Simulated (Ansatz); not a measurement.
Species: sum formula H$_{6}$Si$_{2}$O$_{3}$, net charge 0, singlet state. 
Structure (B3LYP-D3(BJ)/def2-TZVP (Ansatz, a program for electronic structure) minimum search):
```xyz
11

O     -1.1515     0.5771     1.3434
Si    -0.2910     0.3175    -0.0330
O     -1.3285    -0.1281    -1.2227
O      0.4614     1.7603    -0.3213
Si     1.2439    -1.4378     0.1423
H     -0.8407     1.2728     1.9291
H     -2.1588     0.3516    -1.3052
H      1.0233     1.8354    -1.0967
H      0.5617    -2.7328     0.3725
H      2.1697    -1.1782     1.2731
H      2.0539    -1.5389    -1.0984
```
Charge 0, spin multiplicity 1.

Parts of the frozen-core correlation energy in cc-pV(Q+d)Z (Ansatz, hartree). Frozen orbitals: 13; correlated occupied orbitals by spin: 16 and 16; virtual: 444 and 444. Spin-orbit coupling is left out. No relativistic terms.

```
term                            value
-------------------------  ----------
reference (HF)             -806.26489
MP2 opposite-spin            -0.80433
MP2 same-spin                -0.24222
CCSD correlation             -1.07155
(T)                          -0.04031
T1 diagnostic                   0.012
largest doubles amplitude       0.016
```
